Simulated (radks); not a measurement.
Spherical quantum dot in the effective-mass picture: electrons in a parabolic well V = omega^2 r^2 / 2 with omega = 2.16, all in effective atomic units (hartree* = m*/eps^2 hartree, bohr* = eps/m* bohr), one dielectric constant everywhere. Method: non-relativistic Kohn-Sham, LDA (Slater exchange, Perdew-Wang correlation), spin-polarised, spherical densities; computed with a radial shooting solver with Libxc functionals. Levels are named by radial order and angular momentum (1s, 1p, 1d, 2s, ...), and open shells are averaged over m.

N = 3, configuration 1s2 1p(up 1, down 0). This is the lowest configuration that the search found. Occupied and some empty levels:

level,occupation,eigenvalue (hartree*),<r> (bohr*)
1s up,1,5.5694,0.8282
1s down,1,5.6667,0.8254
1p up,1,7.4373,1.077
1p down,0,7.5452,1.078
1d up,0,9.3962,1.273
1d down,0,9.4980,1.277
2s up,0,9.5447,1.178
2s down,0,9.6177,1.183
1f up,0,11.412,1.441
1f down,0,11.501,1.447

Energy (hartree*): total 14.7548, kinetic 5.2678, external 6.7096, Hartree 4.4360, exchange-correlation -1.6585.

Electron density:

r (bohr*),n(r) (e/bohr*^3)
0.0884,0.8600
0.187,0.8362
0.285,0.7959
0.384,0.7402
0.482,0.6712
0.581,0.5917
0.679,0.5060
0.777,0.4185
0.876,0.3340
0.974,0.2567
1.07,0.1893
1.17,0.1343
1.27,0.09137
1.37,0.05928
1.47,0.03698
1.56,0.02195
1.66,0.01253
1.76,0.006847
1.86,0.003554
1.96,0.001775
